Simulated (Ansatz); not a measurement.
Program: Ansatz. Geometries: PBE0-D4/def2-TZVP. ΔE: electronic, gas phase. CCSD(T)/CBS is the MP2 limit (def2-TZVPP, def2-QZVPP) plus CCSD(T) − MP2 in def2-TZVPP, frozen cores. This one scheme is used for every species. DFT in def2-TZVPP. Elements past krypton have def2 core potentials. For Sn outer-core shells are correlated without core-valence functions, which leaves a few kJ/mol of doubt a bond. One conformer a species, not always the lowest.

Consider the redistribution: `B[CH2][SnH]([Cl])[Cl]` + `CCBS` → `[SH][SnH]([Cl])[Cl]` + `BCBCC`.

```tsv
level	ΔE (eV)
ωB97X-V	0.31
CCSD(T)/def2-TZVPP	0.43
```

Q: What does CCSD(T)/CBS give? (Best estimate.)

A: The calculation gave: +0.38 eV. The listed levels differ from it by -0.07, 0.05 eV.

Largest T1 diagnostic among the species: 0.012.

The D4 term adds +0.03 eV with B3LYP and +0.02 eV with PBE0; it sums over pairs of atoms, weighted by their polarisabilities, and B3LYP, whose exchange is more repulsive, gets the larger term. In def2-TZVPP, CCSD(T) changes the Hartree–Fock value by +0.22 eV (the triples alone add +0.04 eV) and MP2 by +0.24 eV.

B3LYP here is the variant with VWN-RPA as its local correlation; programs differ in this.
